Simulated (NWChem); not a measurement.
# AlH3O2; SMILES [OH][AlH][OH]

```xyz
6

Al    -0.4579    -0.0102     0.0000
H     -2.0315    -0.0471     0.0000
O      0.3652    -1.4932     0.0000
H      1.3178    -1.5979     0.0000
O      0.4548     1.4257     0.0000
H      0.1067     2.3180     0.0000
```
Atoms are numbered in this order, from 1.

All runs: NWChem. Structure relaxed at the PBE0/def2-SVP level. B3LYP is NWChem's, with the RPA form of VWN correlation. Vertical excitations in the gas phase; the lowest state need not have the same character in each row.

```
level                       lowest excitation, singlet (eV)  oscillator strength of that lowest state  lowest state with f > 0.02, singlet (eV)  orbital gap (eV)
--------------------------  -------------------------------  ----------------------------------------  ----------------------------------------  ----------------
PBE/def2-SVP, TDA                                      6.47                                     0.000                                      7.00              6.35
B3LYP/def2-SVP, TDA                                    7.08                                     0.000                                      7.57              8.31
Hartree-Fock/def2-SVP, CIS                             8.98                                     0.050                                      8.98             15.35
CAM-B3LYP/def2-SVP, TDA                                7.44                                     0.000                                      7.90             11.27
```
